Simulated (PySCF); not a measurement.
# Spinor energies of V⁺ (vanadium, charge +1)

Start: [Ar] 3d3 4s1; 3d5/2 filled at m_j = +1/2, +3/2, +5/2; 4s1/2 filled at m_j = +1/2. Calculated with PySCF 2.14 in x2c-TZVPall-2c (6s7p4d1f, 54 functions): generalised Hartree-Fock with the X2C-1e Hamiltonian and a Gaussian nucleus; one run each with spin-orbit coupling (SO) switched off, then screened by Boettger's factors. This is a chosen level, not necessarily the ground level.

```tsv
spinor shell	electrons	ε, spin-free (eV)	ε, screened SO (eV)	weight of nominal j (screened SO)	rms radius, screened SO (bohr)
1s1/2	2	-5527.9	-5527.9	1.000	0.0768
2s1/2	2	-664.79	-664.80	1.000	0.332
2p1/2	2	-553.35	-558.12	0.992	0.301
2p3/2	4	-553.35	-551.03	0.996	0.304
3s1/2	2	-95.173	-95.182	1.000	1.02
3p1/2	2	-62.549	-61.518	0.670	1.10
3d5/2	3	-21.190	-21.182	0.793	1.49
4s1/2	1	-13.728	-13.730	1.000	3.33
```

Problem. Where does 3p3/2 lie, and what is the 3p spin-orbit splitting (screened SO)?

Solution. At -63.082 eV, -1.563 eV above 3p1/2.

```json
{"quantity": "E (hartree)", "spin-free": "-947.91276", "screened SO": "-947.92026"}
{"quantity": "M_J", "spin-free": "5", "screened SO": "5"}
{"quantity": "⟨J²⟩", "spin-free": "30.005", "screened SO": "30.005"}
{"quantity": "⟨L²⟩", "spin-free": "12.005", "screened SO": "12.008"}
{"quantity": "⟨S²⟩", "spin-free": "6.000", "screened SO": "6.000"}
```

Each row is a mean over spinors that exchange with the open shell spreads, by up to 10.045 eV (3p3/2).

Rows whose weight is well below 1 are mixtures of j = l ± 1/2: exchange outweighs spin-orbit coupling there, and the label is only the starting occupation.

Without spin-orbit coupling the j labels of p, d and f shells carry no meaning; the spin-free column gives the mean over the occupied spinors of each nl shell.
